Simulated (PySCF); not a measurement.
(E)-1-bromo-2-fluoroprop-1-ene (C3H4BrF), SMILES C/C(F)=C\Br.

Geometry: B3LYP-D3(BJ)/def2-SVP.

Two levels are set side by side: PBE/def2-TZVP (PySCF) and PBE0/def2-TZVP (PySCF). Same geometry, gas phase. Differences are taken from unrounded values.

```csv
quantity,PBE0,PBE,PBE minus PBE0
orbital gap (eV),7.02,4.80,-2.22
highest occupied level (eV),-7.05,-5.86,1.19
lowest empty level (eV),-0.03,-1.06,-1.03
dipole moment (D),0.99,0.96,-0.03
mean polarisability (bohr³),56.6,58.3,1.7
```

Without exact exchange PBE keeps part of each electron's self-repulsion, which lifts occupied levels and narrows the gap. Differences between two approximate levels are no errors against the true value.

Rough cost on one machine, each run with all the roots and properties that it gave: PBE0 against PBE within a factor of 2.
